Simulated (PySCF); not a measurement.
# SeO2: PBE0 against B3LYP

Base calculation in PySCF with density fitting and no spin–orbit coupling, PBE0/def2-TZVP (no relativity): singlet, C2v, Se–O 1.599 Å (×2); O–Se–O 113.8°; wavenumbers 385, 1011, 1051 cm⁻¹; dipole moment 2.80 D, gap between the highest occupied and lowest empty levels 5.09 eV, polar-tensor charge of Se 1.10 e, atomisation energy (no zero-point energy) 830 kJ/mol.

Problem. What changes on going to B3LYP/def2-TZVP (no relativity)?

Solution. The point group stays the same. Changes: mean bond to Se +0.013 Å, smallest bond angle 0.0 degrees, highest wavenumber -42 cm⁻¹, lowest wavenumber -11 cm⁻¹, dipole moment +0.07 D, gap between the highest occupied and lowest empty levels -0.55 eV, polar-tensor charge of Se -0.02 e, atomisation energy (no zero-point energy) +4 kJ/mol. The new structure has Se–O 1.612 Å (×2); O–Se–O 113.8°, with wavenumbers 374, 972, 1009 cm⁻¹.

Each species is the lowest minimum found with this bonding; other isomers or fragments can lie lower.
